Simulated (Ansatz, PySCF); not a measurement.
Pair of molecules: CH5N (SMILES CN) (first 7 atoms) with CH2F2 (SMILES FCF); geometry from B3LYP-D3(BJ)/def2-TZVP, rigid monomers moved along the line of their centres of mass till N2···H11 is 4.20 Å.
(charge 0, multiplicity 1):
```xyz
12

C     -0.282    -0.601    -0.167
N      0.259     0.615     0.447
H     -1.031    -1.033     0.498
H      0.518    -1.334    -0.277
H     -0.742    -0.452    -1.152
H     -0.470     1.309     0.566
H      0.968     1.032    -0.144
F     -1.262    -1.390     5.123
C     -0.148    -0.669     5.467
F     -0.543     0.353     6.284
H      0.282    -0.252     4.556
H      0.518    -1.323     6.032
```

Monomers are frozen at their geometry in the pair; levels with a basis set take the counterpoise correction.

Cores are frozen in the correlated methods.

Programs: Ansatz (an electronic-structure program); PySCF for the dispersion terms. 

PBE/def2-TZVPPD gives -0.74 kcal/mol for the interaction energy.

Q: Predict the shift from PBE, with its sign, for: PBE-D3(BJ)/def2-TZVPPD, r2SCAN/def2-TZVPPD, B3LYP/def2-TZVPPD, wB97M-V/def2-TZVPPD, MP2/aug-cc-pVDZ, CCSD(T)/aug-cc-pVDZ.

A: PBE-D3(BJ)/def2-TZVPPD -0.13; r2SCAN/def2-TZVPPD 0.05; B3LYP/def2-TZVPPD 0.08; wB97M-V/def2-TZVPPD -0.13; MP2/aug-cc-pVDZ -0.13; CCSD(T)/aug-cc-pVDZ -0.12 kcal/mol. 2 of 6 lie above PBE; the widest gap is to wB97M-V/def2-TZVPPD.
